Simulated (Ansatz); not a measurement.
Geometry optimisation, Ansatz 0.2.0, RKS PBE/def2-SVP.

Input file:

```yaml
crystal:
  periodic: [false, false, false]
  atoms:
    - { symbol: Ge, position_ang: [-0.442628, -0.189497, -0.329138] }
    - { symbol: H, position_ang: [0.005244, 0.833287, 2.189695] }
    - { symbol: F, position_ang: [1.108975, -0.789155, 0.160326] }
    - { symbol: H, position_ang: [-0.473899, 1.33205, -0.4959] }
    - { symbol: F, position_ang: [-0.795324, -0.982743, -1.832607] }
    - { symbol: F, position_ang: [-1.608819, -0.780812, 0.773618] }
    - { symbol: H, position_ang: [-0.61855, 0.470769, 2.180706] }
basis:
  gaussian: { orbitals: def2-SVP }
hamiltonian:
  xc: pbe
relax:
  f_tol: 0.03
  max_steps: 50
```

Run as:

```bash
$ ansatz run input.yaml --threads 2 --pin off --max-ram 3072MiB --backend cpu --events-out ev --progress --plain --runs-dir out
```

Q: Where does it end, and by what steps?

A: The run converged. The force dipped under the threshold on the way, but the program's further checks kept it going. After 16 steps the energy has fallen by 0.138 eV; H2 moved furthest, 0.93 Å.

```
step  energy less start (eV)  largest force component (eV/Å)  accepted
   0                  0.0000                           1.629       yes
   1                 -0.1094                           0.366       yes
   2                 -0.1291                           0.121       yes
   3                 -0.1311                           0.026       yes
   4                 -0.1315                           0.019       yes
   5                 -0.1321                           0.025       yes
   6                 -0.1218                           0.593        no
   7                 -0.1327                           0.159       yes
   8                 -0.1335                           0.114       yes
   9                 -0.1344                           0.077       yes
  10                 -0.1352                           0.163       yes
  11                 -0.1362                           0.075       yes
  12                 -0.1369                           0.033       yes
  13                 -0.1379                           0.034       yes
  14                 -0.1336                           0.327        no
  15                 -0.1374                           0.088        no
  16                 -0.1382                           0.009       yes
```

```xyz
7
Properties=species:S:1:pos:R:3
Ge -0.361 -0.305 -0.596
H -0.304 1.207 2.986
F 1.196 -1.040 -0.401
H -0.281 1.223 -0.689
F -1.070 -1.011 -2.011
F -1.326 -0.833 0.749
H -0.680 0.652 2.609
```

Whether the end is a true minimum wasn't checked by a vibrational analysis.

Time of the run: 24 s on 2 threads of Arm Neoverse V1, with other jobs on the host, peak memory 0.12 GiB.
